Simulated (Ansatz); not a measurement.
Program: Ansatz. Geometries: PBE0-D4/def2-TZVP. ΔE: electronic, gas phase. CCSD(T)/CBS adds triple-zeta CCSD(T) − MP2 to the extrapolated MP2 energy (def2 sets, frozen cores). Functionals use def2-TZVPP. B3LYP here is the variant with VWN-RPA as its local correlation; programs differ in this. Each species was taken in one conformer, which may not be the lowest.

Reaction (formal exchange of groups at the Si–C bond): `[SiH3]C1BN1` + `OC1=CCO1` → `[SiH3]C1=CCO1` + `OC1BN1`

```tsv
level	ΔE (kcal/mol)	difference from CCSD(T)/CBS
PBE-D4	5.3	1.0
r2SCAN-D4	6.4	2.1
PBE0-D4	6.4	2.1
B3LYP-D4	4.6	0.3
ωB97X-V	5.7	1.4
ωB97M-V	5.8	1.5
B2PLYP	4.8	0.5
PBE	5.3	1.0
r2SCAN	6.4	2.1
PBE0	6.4	2.1
HF/def2-TZVPP	6.5	2.2
CCSD/def2-TZVPP	4.9	0.6
CCSD(T)/def2-TZVPP	4.7	0.4
HF/def2-QZVPP	6.4	2.1
HF/CBS(def2)	6.4	2.1
MP2/CBS(def2)	5.1	0.8
CCSD(T)/CBS	4.3	0
```

Largest T1 diagnostic among the species: 0.014.

From PBE to PBE0 (25 % exact exchange), in def2-TZVPP and without D4, ΔE moves by +1.1 kcal/mol. In def2-TZVPP, CCSD(T) changes the Hartree–Fock value by −1.8 kcal/mol (the triples alone add −0.2 kcal/mol) and MP2 by −1.0 kcal/mol.
